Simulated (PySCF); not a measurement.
GaHI2O. Atoms are numbered in the order given.

```xyz
5

Ga     0.7460     0.0085     0.0000
I     -0.4391    -2.1703     0.0000
I     -0.4328     2.1698     0.0000
O      2.5190     0.0712     0.0000
H      2.9345    -0.8030     0.0000
```

Geometry optimised at r2SCAN-D4/def2-SVP. The structure was generated by enumeration; whether it is a known compound was not checked. The def2 effective core potentials stand for the cores of I; spin–orbit coupling is left out. The values are those of a single conformer.

Computed with M06-2X/def2-TZVP run with PySCF.

Gas-phase values at a fixed geometry.

Computed frontier levels, gap, dipole moment and polarisability:
| Item | Result |
|---|---|
| highest occupied level | -9.04 eV |
| lowest empty level | -1.21 eV |
| orbital gap | 7.83 eV |
| dipole moment | 1.21 D |
| quadrupole, principal values (traceless, Buckingham form, about the centre of nuclear charge) | -7.94, 1.61, 6.33 D·Å |
| mean static polarisability | 92.3 bohr³ (13.67 Å³) |
| polarisability, principal values | 64.7, 84.6, 127.6 bohr³ |
